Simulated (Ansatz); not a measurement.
This Ansatz (a first-principles code) input (MP2/cc-pV(5+d)Z) gives -460.34360 Eh with 155 basis functions. A basis named .json is the Basis Set Exchange file of that set (core-valence sets with the plain set on hydrogen).

Ansatz 0.2 input:
```yaml
crystal:
  periodic: [false, false, false]
  atoms:
    - {symbol: Cl, position_ang: [0.58266375, 0.35504815, -0.57093721]}
    - {symbol: H, position_ang: [-0.23320147, -0.10676234, 0.32125060]}
basis:
  gaussian:
    orbitals: cc-pV_5+d_Z.json
magnetization: {spin_polarized: false}
correlation: {method: mp2, electrons: outside_noble_gas}
```

Change:
```diff
- orbitals: cc-pV_5+d_Z.json
+ orbitals: aug-cc-pV_Q+d_Z.json
```

**Question.** What does the run give now?

**Answer.** -460.33701 Eh (MP2/aug-cc-pV(Q+d)Z, 135 functions), a change of +6.59 mEh.
